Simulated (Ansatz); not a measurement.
Name a neutral molecule of B, C, F, N and H with HOMO energy (B3LYP/def2-TZVPP) between -7.50 and -7.20 eV and LUMO energy (PBE/def2-TZVPP) between -3.75 and -3.45 eV (Ansatz, PBE0-D4/def2-TZVP geometry).

`BN=CBCF` (-7.49 eV, -3.73 eV). Other molecules can fit too; these were computed, each in one conformer that needn't be the lowest.

B3LYP here is the variant with VWN-RPA as its local correlation; programs differ in this.
